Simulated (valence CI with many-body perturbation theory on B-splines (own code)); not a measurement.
**E1 line list for Bi76+**

Level of theory: valence CI with perturbative core correlation (CI+MBPT): five valence electrons over a frozen Dirac-Fock core [He], a basis of 9 s, 9 p, 8 d, 6 f, 3 g, 1 h functions for each j, with the one-electron correlation potential Σ1 (screened to all orders), the two-electron term Σ2, the three-electron term Σ3, Breit, model QED; selected single and double excitations, second order for the rest (own B-spline code, finite nucleus).

No measured spectrum was set against this ion. As an estimate, large intervals hold to a few tenths of a per cent, small ones and those within an open d or f shell to about a per cent. Among the levels kept, up to 1200 cm⁻¹ of a level comes from second order outside the variational space, and about a tenth of that is noise between levels of different J, which matters for small intervals.

Lines 101 to 150 of 268 in falling wavelength, among levels below 1104.1 Ry, chosen from the strongest by gf and those to the six lowest levels. Wavelengths and rates use the calculated energies. Electric multipoles are in the length gauge, E1 and E2 with the static RPA response of the core. Weak lines are less certain than strong ones. Lines between different terms over intervals too small for the method are left out, as are lines whose strength nearly cancels. The highest levels of a list are the least certain.

Levels are named by their leading jj configuration (3d3/2^4 stands for four electrons in 3d with j = 3/2), which in mixed levels can hold well under half, so a name can repeat and another be missing. Letters in brackets count levels of one name in rising energy.

```csv
λ vac (nm),Upper,Lower,A (s⁻¹),S (a.u.)
0.4300,(2s 2p1/2 2p3/2^3) J=3/2 [b],(2s^2 2p1/2 2p3/2^2) J=1/2,1.89e+13,2.97e-03
0.4297,(2p1/2 2p3/2^4) J=1/2,(2s 2p1/2 2p3/2^3) J=3/2 [b],8.15e+13,6.38e-03
0.4294,(2p1/2^2 2p3/2^3) J=3/2,(2s 2p1/2^2 2p3/2^2) J=3/2,5.99e+13,9.36e-03
0.4292,(2p1/2^2 2p3/2^3) J=3/2,(2s 2p1/2^2 2p3/2^2) J=1/2,1.42e+13,2.21e-03
0.4291,(2s 2p1/2^2 2p3/2 3d3/2) J=3/2 [b],(2s^2 2p1/2^2 3d3/2) J=3/2,3.91e+13,6.10e-03
0.4288,(2p1/2 2p3/2^4) J=1/2,(2s 2p1/2 2p3/2^3) J=1/2,3.92e+13,3.05e-03
0.4284,(2s 2p3/2^4) J=1/2,(2s^2 2p3/2^3) J=3/2,6.29e+13,4.88e-03
0.4284,(2s 2p1/2^2 2p3/2 3d3/2) J=5/2 [b],(2s^2 2p1/2^2 3d3/2) J=3/2,3.53e+13,8.22e-03
0.4284,(2s 2p1/2^2 2p3/2 3p1/2) J=1/2,(2s^2 2p1/2^2 3p1/2) J=1/2,4.11e+13,3.19e-03
0.4284,(2s 2p1/2^2 2p3/2 3s) J=1/2,(2s^2 2p1/2^2 3s) J=1/2,4.07e+13,3.16e-03
0.4282,(2s 2p1/2^2 2p3/2 3p1/2) J=3/2 [b],(2s^2 2p1/2^2 3p1/2) J=1/2,4.01e+13,6.21e-03
0.4268,(2s 2p1/2^2 2p3/2 3p3/2) J=3/2 [b],(2s^2 2p1/2^2 3p3/2) J=3/2,3.91e+13,6.00e-03
0.4267,(2s 2p1/2^2 2p3/2 3d3/2) J=1/2 [b],(2s^2 2p1/2^2 3d3/2) J=3/2,4.18e+13,3.21e-03
0.4267,(2s 2p1/2^2 2p3/2 3s) J=3/2 [b],(2s^2 2p1/2^2 3s) J=1/2,3.78e+13,5.80e-03
0.4260,(2s 2p1/2^2 2p3/2 3p3/2) J=1/2 [b],(2s^2 2p1/2^2 3p3/2) J=3/2,3.85e+13,2.94e-03
0.4229,(2s 2p1/2^2 2p3/2^2) J=1/2,(2s^2 2p1/2^2 2p3/2) J=3/2,3.28e+13,2.45e-03
0.4228,(2s 2p1/2^2 2p3/2^2) J=3/2,(2s^2 2p1/2^2 2p3/2) J=3/2,6.22e+13,9.28e-03
0.4206,(2s 2p1/2 2p3/2^3) J=3/2 [b],(2s^2 2p1/2 2p3/2^2) J=5/2,5.26e+13,7.73e-03
0.4182,(2s 2p1/2 2p3/2^3) J=1/2,(2s^2 2p1/2 2p3/2^2) J=3/2,5.44e+13,3.93e-03
0.4173,(2s 2p1/2 2p3/2^3) J=3/2 [b],(2s^2 2p1/2 2p3/2^2) J=3/2,2.51e+12,3.60e-04
0.4114,(2p1/2^2 2p3/2^3) J=3/2,(2s 2p1/2^2 2p3/2^2) J=5/2,1.67e+13,2.29e-03
0.2372,(2s 2p1/2 2p3/2^3) J=3/2 [a],(2s^2 2p1/2^2 2p3/2) J=3/2,3.41e+10,8.97e-07
0.2352,(2s 2p1/2 2p3/2^3) J=5/2,(2s^2 2p1/2^2 2p3/2) J=3/2,3.99e+09,1.54e-07
0.2316,(2s 2p1/2 2p3/2^3) J=1/2,(2s^2 2p1/2^2 2p3/2) J=3/2,1.55e+11,1.90e-06
0.2314,(2s 2p1/2 2p3/2^3) J=3/2 [b],(2s^2 2p1/2^2 2p3/2) J=3/2,8.72e+10,2.13e-06
0.2306,(2s 2p3/2^4) J=1/2,(2s^2 2p1/2 2p3/2^2) J=3/2,2.03e+11,2.46e-06
0.1500,(2s^2 2p1/2^2 3p1/2) J=1/2,(2s 2p1/2^2 2p3/2^2) J=1/2,6.97e+10,2.32e-07
0.1442,(2s^2 2p1/2^2 3s) J=1/2,(2s^2 2p1/2 2p3/2^2) J=1/2,1.69e+10,5.02e-08
0.1380,(2s^2 2p1/2^2 3p3/2) J=3/2,(2s 2p1/2^2 2p3/2^2) J=1/2,2.27e+10,1.18e-07
0.1361,(2s^2 2p1/2^2 3p3/2) J=3/2,(2s 2p1/2^2 2p3/2^2) J=5/2,1.26e+11,6.26e-07
0.1299,(2s^2 2p1/2^2 3d3/2) J=3/2,(2s^2 2p1/2 2p3/2^2) J=1/2,2.91e+10,1.26e-07
0.1287,(2s^2 2p1/2^2 3d3/2) J=3/2,(2s^2 2p1/2 2p3/2^2) J=3/2,6.78e+10,2.85e-07
0.1265,(2s^2 2p1/2^2 3d5/2) J=5/2,(2s^2 2p1/2 2p3/2^2) J=5/2,7.86e+09,4.71e-08
0.1262,(2s^2 2p1/2^2 3d5/2) J=5/2,(2s^2 2p1/2 2p3/2^2) J=3/2,3.88e+09,2.31e-08
0.1161,(2s^2 2p1/2 2p3/2 3p1/2) J=1/2,(2s 2p1/2^2 2p3/2^2) J=1/2,1.37e+10,2.12e-08
0.1161,(2s^2 2p1/2 2p3/2 3p1/2) J=3/2 [a],(2s 2p1/2^2 2p3/2^2) J=1/2,8.88e+10,2.74e-07
0.1154,(2s^2 2p1/2 2p3/2 3p1/2) J=3/2 [b],(2s 2p1/2^2 2p3/2^2) J=1/2,8.55e+11,2.59e-06
0.1147,(2s^2 2p1/2 2p3/2 3p1/2) J=3/2 [a],(2s 2p1/2^2 2p3/2^2) J=5/2,3.64e+10,1.09e-07
0.1146,(2s^2 2p1/2 2p3/2 3p1/2) J=5/2,(2s 2p1/2^2 2p3/2^2) J=5/2,3.06e+11,1.36e-06
0.1140,(2s^2 2p1/2 2p3/2 3p1/2) J=3/2 [b],(2s 2p1/2^2 2p3/2^2) J=5/2,1.08e+12,3.15e-06
0.1132,(2s 2p1/2^2 2p3/2 3s) J=3/2 [a],(2s 2p1/2^2 2p3/2^2) J=1/2,1.36e+14,3.89e-04
0.1126,(2s^2 2p1/2 2p3/2 3s) J=3/2 [a],(2s^2 2p1/2 2p3/2^2) J=1/2,1.18e+12,3.32e-06
0.1125,(2s^2 2p1/2 2p3/2 3s) J=1/2,(2s^2 2p1/2 2p3/2^2) J=1/2,1.41e+14,1.99e-04
0.1124,(2s 2p1/2^2 2p3/2 3s) J=1/2,(2s 2p1/2^2 2p3/2^2) J=3/2,3.39e+14,4.75e-04
0.1124,(2s 2p1/2^2 2p3/2 3s) J=1/2,(2s 2p1/2^2 2p3/2^2) J=1/2,1.46e+14,2.05e-04
0.1124,(2s^2 2p1/2 2p3/2 3s) J=3/2 [b],(2s^2 2p1/2 2p3/2^2) J=1/2,1.40e+14,3.91e-04
0.1123,(2s 2p1/2^2 2p3/2 3s) J=3/2 [b],(2s 2p1/2^2 2p3/2^2) J=3/2,1.80e+14,5.02e-04
0.1123,(2s 2p1/2^2 2p3/2 3s) J=3/2 [b],(2s 2p1/2^2 2p3/2^2) J=1/2,2.32e+11,6.49e-07
0.1122,(2s 2p1/2^2 2p3/2 3s) J=5/2,(2s 2p1/2^2 2p3/2^2) J=5/2,1.95e+14,8.15e-04
0.1120,(2s^2 2p1/2 2p3/2 3s) J=3/2 [a],(2s^2 2p1/2 2p3/2^2) J=5/2,3.86e+13,1.07e-04
```
